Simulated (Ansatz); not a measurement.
Consider the hydrogenolysis of the Al–S bond: `F[CH]([SiH3])[AlH][SH]` + H₂ → `F[CH]([AlH2])[SiH3]` + H₂S.

Gas-phase electronic energies from Ansatz, PBE0-D4/def2-TZVP geometries. CCSD(T)/CBS is the MP2 limit (def2-TZVPP, def2-QZVPP) plus CCSD(T) − MP2 in def2-TZVPP, frozen cores. This one scheme is used for every species. Functionals use def2-TZVPP. B3LYP here is the variant with VWN-RPA as its local correlation; programs differ in this. Each species was taken in one conformer, which may not be the lowest.

**Question.** Is it downhill or uphill in electronic energy at CCSD(T)/CBS, and by how much? (Best estimate.)

**Answer.** Ansatz gave: Uphill: ΔE = +109.2 kJ/mol.

**Question.** What do these levels give: PBE-D4, r2SCAN-D4, PBE0-D4, ωB97X-V, ωB97M-V, PBE, r2SCAN, PBE0, B3LYP, SCS-MP2/def2-TZVPP, CCSD/def2-TZVPP, MP2/def2-QZVPP? (An estimate is asked.)

**Answer.** The calculation gave: PBE-D4 111.7, r2SCAN-D4 115.6, PBE0-D4 108.9, ωB97X-V 103.3, ωB97M-V 106.0, PBE 106.4, r2SCAN 114.0, PBE0 104.0, B3LYP 97.4, SCS-MP2/def2-TZVPP 105.5, CCSD/def2-TZVPP 100.0, MP2/def2-QZVPP 116.3 kJ/mol.

Largest T1 diagnostic among the species: 0.012.

The D4 term adds +8.6 kJ/mol with B3LYP and +4.9 kJ/mol with PBE0; it sums over pairs of atoms, weighted by their polarisabilities, and B3LYP, whose exchange is more repulsive, gets the larger term. In def2-TZVPP, CCSD(T) changes the Hartree–Fock value by +20.8 kJ/mol (the triples alone add +5.5 kJ/mol) and MP2 by +29.9 kJ/mol.
